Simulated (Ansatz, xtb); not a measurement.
**A geometry optimisation of CH3InSn with r2SCAN-D4/def2-SVP**

The starting geometry of this gas-phase singlet was built from a drawn formula by distance geometry and a force field; its bonds are those of `[CH2]=[SnH][In]`.

```yaml
atoms:
  - { symbol: C, position_ang: [1.8107, -0.5178, 1.4377] }
  - { symbol: In, position_ang: [-0.2200, 0.4974, -1.7701] }
  - { symbol: Sn, position_ang: [1.4465, -1.1447, -0.3146] }
  - { symbol: H, position_ang: [2.4586, -1.0607, 2.1148] }
  - { symbol: H, position_ang: [1.3601, 0.4107, 1.7214] }
  - { symbol: H, position_ang: [2.1262, -2.6826, -0.8853] }
```

**Question.** Predict what it relaxes into with r2SCAN-D4/def2-SVP.

**Answer.** It keeps its bonds, and is `[CH2]=[SnH][In]`.

The energy falls by 0.39 eV over 8 steps:

```
step  E − E(last) (eV)
   1             0.388
   2             0.024
   3             0.010
   4             0.004
   5             0.003
   6             0.001
   7             0.000
   8             0.000
```

Final geometry (Å):

```
atom    x (Å)    y (Å)    z (Å)
   C   1.8212  -0.5477   1.4077
  In  -0.3591   0.6532  -1.8848
  Sn   1.3954  -1.2006  -0.4530
   H   2.4726  -1.0908   2.1040
   H   1.4105   0.3882   1.8063
   H   2.2416  -2.7000  -0.6763
```

From the same start GFN2-xTB ends elsewhere, differing in C1–In2 (2.37 against 4.13 Å here), In2–Sn3 (3.85 against 2.93 Å here).

No frequencies were run, so the end isn't proven a minimum. Atoms past krypton carry core potentials, without spin–orbit terms. Run with Ansatz 0.2.0, 59 s on 1 thread of AMD EPYC (Zen 3) (shared host).
